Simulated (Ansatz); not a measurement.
One change: `N[Si](O)(F)Br` becomes `N[SiH](F)Br`.

Ansatz, PBE0-D4/def2-TZVP geometries, multiplicity 1. Each molecule was computed in one conformer, which needn't be the lowest.

Scalar relativity is left out up to krypton.

```tsv
property	`N[Si](O)(F)Br`
size of the dipole moment (ωB97M-V/def2-TZVPP) / D	3.12
LUMO energy (PBE0/def2-TZVPP) / eV	0.29
LUMO energy (PBE/def2-TZVPP) / eV	-0.61
HOMO–LUMO gap (PBE0/def2-TZVPP) / eV	8.36
size of the dipole moment (PBE/def2-TZVPP) / D	3.05
ideal-gas entropy at 298 K and 1 bar (rigid rotor, harmonic PBE0-D4/def2-TZVP) / J/(mol·K)	350
```

Q: What does the change do to each property? (An estimate is asked.)

A: The calculation gave: 
| property | `N[SiH](F)Br` | shift |
| --- | --- | --- |
| size of the dipole moment (ωB97M-V/def2-TZVPP) / D | 2.53 | -0.59 |
| LUMO energy (PBE0/def2-TZVPP) / eV | 0.58 | 0.29 |
| LUMO energy (PBE/def2-TZVPP) / eV | -0.31 | 0.30 |
| HOMO–LUMO gap (PBE0/def2-TZVPP) / eV | 8.81 | 0.45 |
| size of the dipole moment (PBE/def2-TZVPP) / D | 2.47 | -0.58 |
| ideal-gas entropy at 298 K and 1 bar (rigid rotor, harmonic PBE0-D4/def2-TZVP) / J/(mol·K) | 329 | -21 |

With PBE0 the HOMO falls by 0.16 eV and the LUMO rises by 0.29 eV, so the gap widens by about 0.45 eV. PBE moves the HOMO by -0.13 eV and ωB97M-V by -0.20 eV. The zero-point energy changes by -16.8 kJ/mol with -3 modes. Dipoles are sizes alone; their direction can turn.

Spin–orbit coupling is left out; it splits and shifts lone-pair levels of the heavy atoms by tenths of an eV.
